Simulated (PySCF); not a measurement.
## A survey of $^{31}$P NMR shifts

PySCF 2.14.0 with density-fitted response routines calculation with shieldings: GIAO PBE0/pcSseg-1 and coordinates at the GFN2-xTB level; relativity neglected, no solvent, a single conformation, equivalent nuclei averaged.

Shieldings were converted by a linear fit to measured shifts: $^{31}$P (scatter 18.1 ppm rms vs H3PO4, solution or neat liquid). Occasional misses reach two or three times the rms, and more in compound classes unlike the fitted ones.

**Question.** Give the $^{31}$P shifts of `C=Cc1pcoc1C`.

**Answer.** 
| compound | environment | δ (ppm) |
| --- | --- | --- |
| C=Cc1pcoc1C | phosphorus bonded to 2 C, in a 5-membered ring | 115.6 |

**Question.** Match the shifts 157.0, 114.1, 1.7, -81.7, -258.5 ppm to `CC1=Cc2ccccc2[P@H]1=O`, `C=Cc1occ(C)p1`, `COc1ccpcc1`, `CC(C)[SiH2]/C=C/[SiH2]P`, `C#CPc1ccc(OC)cc1`.

**Answer.** 157.0: COc1ccpcc1 (phosphorus bonded to 2 C, in a 6-membered ring); 114.1: C=Cc1occ(C)p1 (phosphorus bonded to 2 C, in a 5-membered ring); 1.7: CC1=Cc2ccccc2[P@H]1=O (phosphorus bonded to 2 C, O, H, in a 5-membered ring); -81.7: C#CPc1ccc(OC)cc1 (phosphorus bonded to 2 C, H); -258.5: CC(C)[SiH2]/C=C/[SiH2]P (phosphorus bonded to Si, 2 H).
